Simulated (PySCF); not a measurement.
**A ladder of Hamiltonians for Hf⁷⁰⁺ (hafnium, charge +70)**

Occupied: 1s1/2. Hartree-Fock calculated with PySCF 2.14 in an uncontracted even-tempered set (18 s from 19 bohr⁻², ratio 2.3; 15 p from 22 bohr⁻², ratio 2.3), Gaussian nucleus throughout. NR is non-relativistic, sf-X2C the spin-free one-electron X2C Hamiltonian, X2C adds the bare one-electron spin-orbit term, X2C-SNSO screens it by Boettger's factors, DC is four-component Dirac-Coulomb, and the Gaunt and Breit terms are added at first order (total energies over the DC spinors, levels after relaxing the spinors in that mean field). QED terms are absent. Levels marked empty are virtual spinors of this ion.

| Hamiltonian | E (hartree) | E − E(DC) (hartree) | CPU seconds |
| --- | --- | --- | --- |
| NR | -5138.7591 | 410.8351 | 0.29 |
| sf-X2C | -5546.8779 | 2.7163 | 0.15 |
| X2C | -5546.8779 | 2.7163 | 0.15 |
| X2C-SNSO | -5546.8779 | 2.7163 | 0.15 |
| DC | -5549.5942 | 0.0000 | 3.1 |
| DC+Gaunt | -5544.2162 | 5.3780 | 5 |
| DC+Breit | -5544.2162 | 5.3780 | 49 |

Task: Give the 2p spin-orbit interval with each Hamiltonian that has one.

Result: X2C 1375; X2C-SNSO 1354; DC 1345; DC+Gaunt 1327; DC+Breit 1327 (eV).

```json
{"level (eV)": "1s1/2", "NR": "-69307.2", "sf-X2C": "-74748.8", "X2C": "-74748.8", "X2C-SNSO": "-74748.8", "DC": "-74822.1", "DC+Gaunt": "-74676.8", "DC+Breit": "-74676.8"}
{"level (eV)": "2s1/2 (empty)", "NR": "-16859.6", "sf-X2C": "-18526.2", "X2C": "-18526.2", "X2C-SNSO": "-18526.2", "DC": "-18534.5", "DC+Gaunt": "-18518.0", "DC+Breit": "-18520.0"}
{"level (eV)": "2p1/2 (empty)", "NR": "-16724.7", "sf-X2C": "-17384.9", "X2C": "-18366.7", "X2C-SNSO": "-18350.7", "DC": "-18347.0", "DC+Gaunt": "-18312.4", "DC+Breit": "-18317.2"}
{"level (eV)": "2p3/2 (empty)", "NR": "-16724.7", "sf-X2C": "-17384.9", "X2C": "-16991.5", "X2C-SNSO": "-16996.6", "DC": "-17002.1", "DC+Gaunt": "-16985.5", "DC+Breit": "-16990.3"}
{"level (eV)": "3s1/2 (empty)", "NR": "-7459.9", "sf-X2C": "-8039.2", "X2C": "-8039.2", "X2C-SNSO": "-8039.2", "DC": "-8041.5", "DC+Gaunt": "-8036.9", "DC+Breit": "-8037.5"}
```

Weight of the small component: 1s1/2 0.0738, 2s1/2 0.0182, 2p1/2 0.0181, 2p3/2 0.0167, 3s1/2 0.00790.

Koopmans' value for the highest occupied level at DC+Breit: 74676.8 eV, against an ionisation energy of 74565.91 ± 0.16 eV (theoretical estimate listed by NIST; NIST Atomic Spectra Database, ionization energies); the former lacks relaxation, correlation, QED and recoil.

The whole ladder took 59 s of wall time on 1 thread of Intel(R) Xeon(R) 6975P-C (shared host), launched as `OMP_NUM_THREADS=1 python relrun2.py TASK.json OUT` (a driver that calls PySCF for each Hamiltonian).

Dirac-Coulomb iterations, started from the X2C spinors:

```
with_ssss True, with_gaunt False, with_breit False
light speed = 137.03599967994
init E= -5484.28721102082
cycle= 1 E= -5549.59396481369  delta_E= -65.3  |g|= 2.42  |ddm|= 0.0613
cycle= 2 E= -5549.59417406923  delta_E= -0.000209  |g|= 0.00453  |ddm|= 0.000208
cycle= 3 E= -5549.59417407076  delta_E= -1.53e-09  |g|= 7.38e-06  |ddm|= 1.14e-06
```
